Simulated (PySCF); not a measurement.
CsBr, SMILES [Br][Cs].

The structure is a stationary point at B3LYP-D3(BJ)/def2-TZVPD. The def2 effective core potentials stand for the cores of Cs; spin–orbit coupling is left out.

Two levels are set side by side: PBE/def2-TZVPD (PySCF) and HF/def2-TZVPD (PySCF). Same geometry, gas phase. Differences are taken from unrounded values.

```csv
quantity,HF,PBE,PBE minus HF
orbital gap (eV),8.07,2.87,-5.20
highest occupied level (eV),-8.34,-4.57,3.77
lowest empty level (eV),-0.27,-1.70,-1.43
dipole moment (D),11.84,10.77,-1.08
mean polarisability (bohr³),52.1,67.2,15.2
```

Without exact exchange PBE keeps part of each electron's self-repulsion, which lifts occupied levels and narrows the gap. Loosely held outer electrons make PBE densities more polarisable. Differences between two approximate levels are no errors against the true value.

Rough cost on one machine, each run with all the roots and properties that it gave: HF against PBE about 1/3.
